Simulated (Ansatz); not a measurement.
`[OH][GaH][Si](F)(F)F` + H–F → `[OH][GaH][F]` + `F[SiH](F)F` at 298.15 K and 1 bar (cleavage of the Ga–Si bond).

Calculated with Ansatz (gas phase, PBE0-D4/def2-TZVP geometries, no zero-point term in ΔE). CCSD(T)/CBS is the MP2 limit (def2-TZVPP, def2-QZVPP) plus CCSD(T) − MP2 in def2-TZVPP, frozen cores. This one scheme is used for every species. For Ga outer-core shells are correlated without core-valence functions, which leaves a few kJ/mol of doubt a bond. Scalar relativity is left out up to krypton. One conformer a species, not always the lowest.

| species | CCSD(T)/CBS energy (Eh) | H − E (kJ/mol) | S (J/(mol·K)) |
| --- | --- | --- | --- |
| `[OH][GaH][Si](F)(F)F` | -2589.01542 | 104.9 | 394.0 |
| H–F | -100.39570 | 33.5 | 173.6 |
| `[OH][GaH][F]` | -2100.17635 | 72.9 | 288.6 |
| `F[SiH](F)F` | -589.26725 | 60.9 | 277.9 |

H − E and S are ideal-gas, rigid-rotor, harmonic terms from PBE0-D4/def2-TZVP, for one conformer and one mirror image of each species. 1 Eh = 2625.50 kJ/mol, R = 8.31446 J/(mol·K).

Task: By hand: ΔE, ΔH, ΔS and ΔG.

Result: ΔE = (-2100.17635) + (-589.26725) − (-2589.01542) − (-100.39570) = -0.03248 Eh = -85.3 kJ/mol. Δ(H − E) = 72.9 + 60.9 − 104.9 − 33.5 = -4.6, so ΔH = -89.9 kJ/mol. ΔS = 288.6 + 277.9 − 394.0 − 173.6 = -1.1 J/(mol·K). ΔG = -89.9 − 298.15 × (-1.1)/1000 = -89.6 kJ/mol.

Task: By hand: the equilibrium constant, and the temperature at which ΔG would vanish if ΔH and ΔS stayed fixed.

Result: log₁₀ K = −ΔG/(RT ln 10) = 15.7. ΔG = 0 at ΔH/ΔS = 81727 K, far beyond where these terms or the molecules hold.

The number of gas molecules stays the same, so ΔS is small and ΔH decides. A doubt of 5 kJ/mol in ΔE shifts log₁₀ K by 0.9 here. Other conformers and mirror images would add mixing entropy, several J/(mol·K) or more a flexible species. Modes under 60 cm⁻¹, often nearly free rotors, make the harmonic entropy too high. These are equilibria of isolated gas molecules and say nothing of rates. Largest T1 diagnostic: 0.015 (customary marks: 0.02 for closed shells, 0.045 for open ones).
